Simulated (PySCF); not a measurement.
Geometries of 2 isomers of B2H6NP, from PySCF 2.14.0, PBE0-D3(BJ)/def2-SVP geometry optimisation, gas phase. One conformer each, no zero-point energy, no frequencies.

**Question.** Which isomer lies lower at this level?
A.
```xyz
10
angstrom
B      1.960   -0.188    0.028
P      0.522   -1.031    0.754
B     -1.218   -0.290    0.614
N     -1.410    1.079    0.482
H      2.957   -0.803   -0.255
H      1.917    1.017   -0.064
H      0.494   -2.428    0.556
H     -2.167   -1.036    0.684
H     -2.331    1.494    0.438
H     -0.655    1.749    0.413
```
B.
```xyz
10
angstrom
B      1.778   -0.082   -0.211
N      0.504   -0.022    0.409
B     -0.700   -0.586   -0.101
P     -2.347   -0.567    0.869
H      2.718    0.458    0.323
H      1.892   -0.669   -1.260
H      0.452    0.485    1.288
H     -0.648   -1.198   -1.141
H     -2.293    0.749    1.417
H     -3.210   -0.263   -0.219
```

**Answer.** B. That is `BNBP` (B2H6NP), 12.3 kcal/mol below the other.

```json
{"SMILES": "BNBP", "atoms numbered as above": "[BH2:1][NH:2][BH:3][PH2:4]", "E (Eh)": "-449.01383", "relative (kcal/mol)": "0.0", "relative (kJ/mol)": "0.0", "dipole (D)": "1.40"}
{"SMILES": "BPBN", "atoms numbered as above": "[BH2:1][PH:2][BH:3][NH2:4]", "E (Eh)": "-448.99421", "relative (kcal/mol)": "12.3", "relative (kJ/mol)": "51.5", "dipole (D)": "2.31"}
```
